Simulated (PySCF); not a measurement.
**Spin-state energies of [MnF5]2-**

The complex [MnF5]2- (charge -2) contains Mn(III), shell d4. The structure is a PBE0-D3(BJ)/def2-TZVP, IEF-PCM water geometry optimised for multiplicity 5; coordination trigonal bipyramidal, point group C2v, metal–donor distances 1.82–1.92 Å.

```
6

Mn    0.0000    0.0000    0.0000
F     0.0015    0.0025    1.8210
F     0.0015    0.0025   -1.8210
F     1.9132   -0.0316    0.0000
F    -0.9840    1.6410    0.0000
F    -0.9605   -1.6636    0.0000
```

Method (PySCF 2.14, density fitting): CASSCF(4,5) with orbitals averaged over all microstates of the shell, strongly contracted NEVPT2 on the averaged canonical orbitals; basis x2c-TZVPall on the metal, x2c-SVPall elsewhere; spin-free X2C; IEF-PCM water; spin-orbit coupling by state interaction with the mean-field operator over all roots.

The unrestricted Kohn–Sham energies use the same basis, Hamiltonian, solvent and geometry. All energies are vertical, in cm⁻¹ above the lowest state with 2S+1 = 5; a negative value means that the lower spin is more stable. A dash marks a spin without a sound unrestricted solution.

```csv
method,2S+1 = 3,2S+1 = 1
TPSSh,15002,–
B3LYP,15725,–
PBE0,17861,–
```

Question: What do CASSCF and NEVPT2 in the d shell give?

Answer: 
```tsv
method	2S+1 = 3	2S+1 = 1
CASSCF	20872	31629
NEVPT2	19245	28988
```

Question: How does exact exchange act on the 2S+1 = 3 state?

Answer: From TPSSh (10 % exact exchange) to PBE0 (25 %) it moves by +2859 cm⁻¹ against the high-spin state, so more exact exchange favours high spin, the usual trend.

The functionals differ in more than their exact exchange.

The active space of the d orbitals alone lacks metal–ligand bonding pairs, which usually tilts NEVPT2 towards high spin.
